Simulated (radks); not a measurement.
Effect of the nuclear size on the neon ion Ne+, [He] 2s2 2p5. All-electron calculation, Dirac Kohn-Sham, exchange-only LDA, spin-unpolarised, spherical densities, finite nucleus; open shells fill j = l - 1/2 first; Fermi nuclear charge, rms radius 3.0055 fm. Program: a radial shooting solver on a logarithmic mesh with Libxc functionals. The rms radius is varied about that value; shifts are against it.

rms radius (fm),total energy shift (eV),density at nucleus (e/bohr^3),1s1/2 shift (meV)
2.6388,-0.000270,642.2,-0.111
2.8372,-0.000128,641.9,-0.053
3.0055,0,641.6,0.000
3.258,0.000206,641.3,0.084
3.3181,0.000258,641.2,0.105

Slopes of the eigenvalues against <r^2> in GHz/fm^2, as finite differences over the two radii next to the reference (eigenvalue slopes, not the field-shift constants of lines): 1s1/2 12.9.
